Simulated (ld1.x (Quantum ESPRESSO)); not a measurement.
## Ag (Z = 47): variants of one TM potential

Base potential:

* Element: silver (Ag)
* Generator: ld1.x (Quantum ESPRESSO) 7.5
* Type: norm-conserving Troullier–Martins (Kleinman–Bylander form)
* Functional: PBEsol
* Relativity: fully relativistic
* Frozen core: [Kr]
* Valence charge: 11
* Reference configuration: 4d10 5s0.5 5p0.5
* Partial waves: 5s (bound): rc 2.35 bohr; 5p (bound): rc 3.60 bohr; 4d (bound): rc 1.40 bohr
* Local potential: the d channel
* Core correction: a·sin(br)/r model core, default radius (core density twice the valence density)

Open shells are filled in proportion to 2j + 1 (rel_dist='average').

Cutoffs, loose and tight: the cutoffs (Ry, on a coarse ladder) from which the occupation-weighted sum of valence levels, in a spherical-Bessel basis at the reference potential, stays within 10 and 1 mRy of its value at 400 Ry. They do not see the model core or the augmentation charge, which bear on the density cutoff. Test errors are all-electron minus pseudo excitation energies from the reference, over the configurations 4d10 5s1 5p0; 4d10 5s0 5p0; 4d9 5s0 5p0; 4d9 5s1 5p1; 4d9 5s2 5p0; 4d8 5s0 5p0; 4d9 5s1 5p0. A dash means not determined; rows that change the core or the reference have their own tests. The largest error is taken over the tests solved by every variant that gives reliable tests at all: 4d10 5s0 5p0; 4d10 5s1 5p0; 4d8 5s0 5p0; 4d9 5s0 5p0; 4d9 5s1 5p0; 4d9 5s2 5p0.

A true bound ghost makes a file unfit for plane-wave use even where its test errors are small: the radial tests pick states by their node count and pass the ghost by. Where a test does run into it, the solver fails or the error is huge.

| change | outcome | cutoff, loose | cutoff, tight | bound ghosts | largest test error (meV) |
| --- | --- | --- | --- | --- | --- |
| base | generated, misses its reference levels by 0.34 eV | 80 Ry | 100 Ry | s, p3/2, p1/2 | -271 |
| all radii but the core radius scaled by about 0.76 (s 1.78, p 2.72, d 1.06 bohr) | generated, misses its reference levels by 0.34 eV | 90 Ry | 140 Ry | s, p3/2, p1/2 | -270 |
| all radii but the core radius scaled by about 0.83 (s 1.96, p 3.00, d 1.16 bohr) | generated, misses its reference levels by 0.34 eV | 80 Ry | 100 Ry | s, p3/2, p1/2 | -264 |
| all radii but the core radius scaled by about 0.91 (s 2.14, p 3.26, d 1.28 bohr) | generated, misses its reference levels by 0.34 eV | 80 Ry | 90 Ry | s, p3/2, p1/2 | -263 |
| all radii but the core radius scaled by about 1.03 (s 2.42, p 3.72, d 1.44 bohr) | generated, misses its reference levels by 0.34 eV | 70 Ry | 110 Ry | s, p3/2, p1/2 | -279 |
| all radii but the core radius scaled by about 1.12 (s 2.62, p 4.02, d 1.56 bohr) | generated, misses its reference levels by 0.34 eV | 70 Ry | 100 Ry | s, p3/2, p1/2 | -303 |
| all radii but the core radius scaled by about 1.17 (s 2.74, p 4.20, d 1.64 bohr) | generated, misses its reference levels by 0.34 eV | 70 Ry | 100 Ry | s, p3/2, p1/2, d3/2 (extra level of the local part) | -317 |
| all radii but the core radius scaled by about 1.25 (s 2.94, p 4.52, d 1.76 bohr) | generated, misses its reference levels by 0.34 eV | 60 Ry | 90 Ry | s, p3/2, p1/2 | -360 |
| all radii but the core radius scaled by about 1.40 (s 3.30, p 5.04, d 1.96 bohr) | generated, misses its reference levels by 0.34 eV | 55 Ry | 90 Ry | s, p3/2, p1/2 | -457 |

Q: What comes out with this change to the base: all radii but the core radius scaled by about 1.33 (s 3.12, p 4.78, d 1.86 bohr)?

A: outcome: generated, misses its reference levels by 0.34 eV; cutoff, loose: 60 Ry; cutoff, tight: 90 Ry; bound ghosts: s, p3/2, p1/2; largest test error (meV): -411.

Reading the sweep of the scale of all radii but the core radius (base = 1) (base included, trends over the rows without a ghost): Bound ghosts are found at 0.76, 0.83, 0.91, 1, 1.03, 1.12, 1.17, 1.25, 1.33, 1.4. Every judged row has one, so this setting neither creates nor removes them.
